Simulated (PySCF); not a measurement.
Two species compared at the same levels of theory.

First species: C6H9ClSi.
SMILES: `C#C/C=C(\Cl)[SiH](C)C`

Second species: C6H9ClSi.
Atom-mapped SMILES: `[CH2:1]=[C:2]1[CH2:3][C@@H:4]1[C@:5]1([Cl:6])[CH2:7][SiH2:8]1` (hydrogens: H9, H10 on C1; H11, H12 on C3; H13 on C4; H14, H15 on C7; H16, H17 on Si8)

Levels: B3LYP/def2-SVPD for dipole moment, HOMO energy, LUMO energy, HOMO–LUMO gap, static isotropic polarisability and electronic spatial extent ⟨r²⟩ about the centre of nuclear charge; TDDFT B3LYP/def2-SVPD for lowest singlet excitation; TDA B3LYP/def2-SVPD for lowest triplet excitation (Tamm–Dancoff); GFN2-xTB for rotational constant A and rotational constant C. Geometries: GFN2-xTB. Each structure is a single optimised conformer of the isolated species, non-relativistic unless stated; the electronic structure was computed with PySCF and density fitting.

The conformers computed, where there is a choice (atom-mapped SMILES and torsion angles):
- `[CH:1]#[C:2]/[CH:3]=[C:4](\[Cl:5])[SiH:6]([CH3:7])[CH3:8]`: C3–C4–Si6–C7 120°
- `[CH2:1]=[C:2]1[CH2:3][C@@H:4]1[C@:5]1([Cl:6])[CH2:7][SiH2:8]1`: C3–C4–C5–Cl6 83°

Values for the first species:

- Dipole moment: 1.26 D
- HOMO energy: -6.80 eV
- LUMO energy: -1.53 eV
- HOMO–LUMO gap: 5.27 eV
- Lowest singlet excitation: 5.02 eV
- Lowest triplet excitation (Tamm–Dancoff): 3.20 eV
- Static isotropic polarisability: 117.0 au
- Electronic spatial extent ⟨r²⟩ about the centre of nuclear charge: 1688 bohr²
- Rotational constant A: 2.457 GHz
- Rotational constant C: 0.735 GHz

(1) Estimate the same properties for the second species, and the change in each.

Results:

(1) 
```csv
property,first,second,second less first
dipole moment,1.26 D,2.00 D,+0.74 D
HOMO energy,-6.80 eV,-6.59 eV,+0.21 eV
LUMO energy,-1.53 eV,-0.68 eV,+0.85 eV
HOMO–LUMO gap,5.27 eV,5.91 eV,+0.64 eV
lowest singlet excitation,5.02 eV,5.12 eV,+0.10 eV
lowest triplet excitation (Tamm–Dancoff),3.20 eV,4.37 eV,+1.17 eV
static isotropic polarisability,117.0 au,111.7 au,-5.3 au
electronic spatial extent ⟨r²⟩ about the centre of nuclear charge,1688 bohr²,1403 bohr²,-285 bohr²
rotational constant A,2.457 GHz,1.992 GHz,-0.465 GHz
rotational constant C,0.735 GHz,0.846 GHz,+0.111 GHz
```

On the first: In atomic units the dipole is 0.50 e·bohr (1 au = 2.5417 D).

On the second: S1 lies 0.79 eV below the HOMO–LUMO gap; its leading configuration is HOMO→LUMO, weight 0.90. No computed singlet falls in the visible range (750 to 380 nm, 1.65 to 3.26 eV); S1 lies 1.86 eV above its blue end.
